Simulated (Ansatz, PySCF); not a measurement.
Gas-phase reaction in SMILES: CC1CCCC1 → [CH3] (CH3) + [CH]1CCCC1 (the C-C bond at the site shown breaks; other sites are not compared here)
Each molecule is optimised on its own at B3LYP-D3(BJ)/def2-TZVP (Ansatz, an electronic-structure program), one conformer each, not searched for the lowest. Frequencies are from Ansatz or PySCF.

Wanted: bond dissociation energy (0 K, with B3LYP-D3(BJ) harmonic zero-point energies), in eV. Valence correlation only, unless marked. Open shells are spin-unrestricted. No spin-orbit coupling. No relativistic terms. Basis-set limits of correlation are two-point, X^-3; Hartree-Fock from the larger set.

| level | program | bond dissociation energy (eV) |
|---|---|---|
| PBE0-D3(BJ)/def2-TZVP | Ansatz + dftd3 | 3.52 |
| PBE0/def2-TZVPD | Ansatz | ? |
| CCSD/cc-pVTZ | Ansatz | 3.49 |
| CCSD/cc-pwCVTZ | Ansatz | 3.49 |
| CCSD(T) with core electrons/cc-pwCVTZ | Ansatz | ? |
| CCSD(T)/CBS(cc-pVTZ,cc-pVQZ) | Ansatz | ? |

Task: What belongs in the gaps?

Result: 
- PBE0/def2-TZVPD, bond dissociation energy (eV): 3.44
- CCSD(T) with core electrons/cc-pwCVTZ, bond dissociation energy (eV): 3.63
- CCSD(T)/CBS(cc-pVTZ,cc-pVQZ), bond dissociation energy (eV): 3.67
